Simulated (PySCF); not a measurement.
## Name the molecule from its bond curve

A diatomic of charge 0 contains I. Its doublet curve at r²SCANh in a double-zeta basis (spin-free X2C with a Gaussian nucleus, PySCF), in eV from the separated fragments:

(R (Å), E (eV)): (1.661, -0.816), (1.739, -1.564), (1.816, -1.962), (1.874, -2.099), (1.932, -2.137), (1.990, -2.103), (2.067, -1.979), (2.164, -1.745), (2.280, -1.412), (2.434, -0.990)

The fit gives ωe = 644 cm⁻¹ and the rotational constant Bₑ = 0.3185 cm⁻¹.

Which atom is the partner?

The minimum lies at 1.930 Å, so the reduced mass is 16.8576 u Å² cm⁻¹/(Bₑ·Re²) = 14.21 u. With I at 126.90 u the partner weighs about 16.0 u: O. The molecule is IO.

Spin–orbit coupling is left out. The state was picked by a PBE0 search and need not be the measured ground state.
